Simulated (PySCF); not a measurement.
Calculation: PBE-D3(BJ)/def2-TZVP // CAM-B3LYP-D3(BJ)/def2-TZVP run with PySCF. All species are isolated molecules in the gas phase. One relaxed conformer stands for a flexible species; it need not be the lowest. Excitations are Tamm–Dancoff values on a coarser integration grid. The basis has no diffuse functions, so Rydberg states are missing or too high.

Reference species (SMILES): `C=C(Cl)/C=C/[SiH3]` (Cl–C–C–C torsion 0°) (neutral, multiplicity 1).

```yaml
HOMO: -6.19 eV
T1 excitation (TDA): 3.11 eV
brightest of the four lowest singlets (TDA): 5.63 eV
LUMO: -2.43 eV
```

Changed species: `Cl/C=C(/[SiH3])C=C` (C–C–C–Si torsion 0°).

Question: Predict the effect on the HOMO, T1 excitation (TDA), brightest of the four lowest singlets (TDA) and LUMO.

Answer: the HOMO increases by 0.18 eV, to -6.01 eV; the T1 excitation (TDA) goes up by 0.02 eV, to 3.13 eV; the brightest of the four lowest singlets (TDA) falls by 0.34 eV, to 5.29 eV; the LUMO rises by 0.18 eV, to -2.25 eV.
